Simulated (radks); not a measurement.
Question: Cs, 55 electrons, occupied as [Xe] 6s1. Method: scalar-relativistic Kohn-Sham, r2SCAN, spin-polarised, spherical densities, finite nucleus; open shells are filled with parallel spins first (spin-orbit coupling, left out, can overturn this in heavy ions); meta-GGA in the generalised Kohn-Sham scheme; Fermi nuclear charge, rms radius 4.8041 fm; hard spherical wall at 3 bohr; computed with a radial shooting solver on a logarithmic mesh with Libxc functionals. Some entries of the table are withheld. Estimate them.

| orbital | occ. | eigenvalue (eV) | <r^2> (bohr^2) | <r> (bohr) |
|---|---|---|---|---|
| 1s up | 1 | -35831.19 | 0.0009255 | 0.02611 |
| 1s down | 1 | -35831.08 | 0.0009255 | 0.02611 |
| 2s up | 1 | -5616.097 | 0.01483 | 0.1121 |
| 2s down | 1 | -5616.047 | 0.01483 | 0.1121 |
| 2p up | 3 | -5031.920 | 0.01178 | 0.09823 |
| 2p down | 3 | -5031.858 | 0.01178 | 0.09823 |
| 3s up | 1 | -1154.241 | 0.1018 | 0.2985 |
| 3s down | 1 | -1154.138 | 0.1018 | 0.2985 |
| 3p up | 3 | -965.1068 | 0.1021 | 0.2967 |
| 3p down | 3 | -964.9936 | 0.1021 | 0.2967 |
| 3d up | 5 | -687.7970 | 0.08850 | 0.2737 |
| 3d down | 5 | -687.6836 | 0.08848 | 0.2737 |
| 4s up | 1 | -201.3678 | 0.5495 | 0.6977 |
| 4s down | 1 | -201.0576 | 0.5489 | 0.6974 |
| 4p up | 3 | -140.8136 | 0.6307 | 0.7441 |
| 4p down | 3 | -140.4811 | 0.6294 | 0.7434 |
| 4d up | 5 | -52.7510 | 0.8463 | 0.8512 |
| 4d down | 5 | -52.3157 | 0.8441 | 0.8499 |
| 5s up | 1 | -8.1916 | 2.871 | 1.620 |
| 5s down | 1 | -7.9341 | 2.869 | 1.621 |
| 5p up | 3 | 7.6625 | 3.235 | 1.725 |
| 5p down | 3 | 7.9669 | 3.211 | 1.719 |
| 5d up | 0 | 33.1571 | 3.682 | 1.836 |
| 5d down | 0 | 33.8587 | 3.631 | 1.823 |
| 6s up | 1 | (1) | 3.813 | 1.825 |
| 6s down | 0 | (2) | 3.781 | 1.816 |
| 6p up | 0 | 84.9324 | 3.703 | (3) |
| 6p down | 0 | 88.0585 | 3.701 | (4) |
| 7s up | 0 | 190.0671 | 3.579 | 1.739 |
| 7s down | 0 | 192.1295 | 3.570 | 1.735 |

Answer: 
(1) 6s up eigenvalue (eV): 67.2146
(2) 6s down eigenvalue (eV): 70.2302
(3) 6p up <r> (bohr): 1.788
(4) 6p down <r> (bohr): 1.788
